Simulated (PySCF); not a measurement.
Excitations are Tamm–Dancoff values on a coarser integration grid. The basis has no diffuse functions, so Rydberg states are missing or too high.

Cartesian coordinates (Å):
```xyz
8

C      1.8003    -0.5093     0.1138
C      0.7093    -0.0586    -0.0869
C     -0.6442     0.4537    -0.3238
O     -1.5311     0.1811     0.7399
H      2.7730    -0.9001     0.2947
H     -0.6109     1.5383    -0.4263
H     -1.0166     0.0431    -1.2681
H     -1.4743    -0.7554     0.9517
```
Charge 0, multiplicity 1.

**Question.** Estimate the T1 excitation (TDA), total energy, HOMO–LUMO gap, HOMO and dipole moment that M06-2X/def2-TZVP in PySCF 2.14.0 returns for this input.

**Answer.** 
```
Quantity                    Value
-------------------  ------------
T1 excitation (TDA)       5.71 eV
total energy         -191.8595 Ha
HOMO–LUMO gap            10.46 eV
HOMO                     -9.27 eV
dipole moment              1.44 D
```
